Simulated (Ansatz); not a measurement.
`OC(O)[SiH3]` + `NC(O)(O)F` → `OC(O)(F)N[SiH3]` + `OCO`  (ligand exchange at the Si–C bond)

Calculated with Ansatz (gas phase, PBE0-D4/def2-TZVP geometries, no zero-point term in ΔE). CCSD(T)/CBS adds triple-zeta CCSD(T) − MP2 to the extrapolated MP2 energy (def2 sets, frozen cores). This one scheme is used for every species. Functionals use def2-TZVPP. B3LYP here is the variant with VWN-RPA as its local correlation; programs differ in this. One conformer a species, not always the lowest.

`OC(O)[SiH3]`:

Z-matrix (Å, degrees):
```
C
O 1 1.409
Si 1 1.910 2 112.0
O 1 1.404 2 112.1 3 -120.7
H 1 1.098 2 104.0 3 119.4
H 2 0.963 1 108.1 3 57.2
H 3 1.489 1 107.3 2 -54.7
H 3 1.484 1 111.7 2 -175.5
H 3 1.485 1 108.7 2 63.3
H 4 0.964 1 108.2 2 -60.5
```

`NC(O)(O)F`:

```xyz
9

N     0.582    1.055    0.058
C    -0.212   -0.118    0.074
O     0.385   -1.160    0.729
O    -0.535   -0.532   -1.194
F    -1.377    0.214    0.743
H     1.499    0.837   -0.310
H     0.680    1.421    0.997
H    -0.140   -1.953    0.567
H    -0.882    0.235   -1.663
```

`OC(O)(F)N[SiH3]`:

Cartesian coordinates in Å:
```
O -0.470 1.452 1.626
C -0.134 0.943 0.386
O 1.225 0.882 0.167
F -0.667 1.875 -0.479
N -0.637 -0.345 0.158
Si 0.104 -1.480 -0.935
H -0.196 0.795 2.275
H 1.563 1.783 0.177
H -1.626 -0.405 0.336
H -0.910 -2.557 -1.077
H 1.349 -2.045 -0.365
H 0.399 -0.898 -2.269
```

`OCO`:

```xyz
7

O     0.857   -0.144    0.854
C    -0.065    0.403   -0.040
O    -0.743   -0.565   -0.784
H     0.374   -0.695    1.478
H     0.517    1.077   -0.677
H    -0.848    0.971    0.474
H    -0.093   -1.047   -1.305
```

(1) Is it downhill or uphill in electronic energy at CCSD(T)/CBS, and by how much? (Best estimate.)

(2) What do these levels give: PBE-D4, B3LYP-D4, r2SCAN, HF/def2-TZVPP, MP2/def2-TZVPP, SCS-MP2/def2-TZVPP, CCSD/def2-TZVPP, CCSD(T)/def2-TZVPP, MP2/def2-QZVPP, SCS-MP2/def2-QZVPP, MP2/CBS(def2), CCSD/CBS(def2)? (Best estimate.)

Largest T1 diagnostic among the species: 0.012.

Answers

(1) The calculation gave: Downhill: ΔE = -17.2 kcal/mol.

(2) Ansatz gave: PBE-D4 -14.2, B3LYP-D4 -16.7, r2SCAN -16.0, HF/def2-TZVPP -19.8, MP2/def2-TZVPP -18.4, SCS-MP2/def2-TZVPP -18.5, CCSD/def2-TZVPP -17.7, CCSD(T)/def2-TZVPP -17.3, MP2/def2-QZVPP -18.4, SCS-MP2/def2-QZVPP -18.5, MP2/CBS(def2) -18.3, CCSD/CBS(def2) -17.6 kcal/mol.

From PBE to PBE0 (25 % exact exchange), in def2-TZVPP and without D4, ΔE moves by −1.6 kcal/mol. In def2-TZVPP, CCSD(T) changes the Hartree–Fock value by +2.6 kcal/mol (the triples alone add +0.4 kcal/mol) and MP2 by +1.5 kcal/mol.
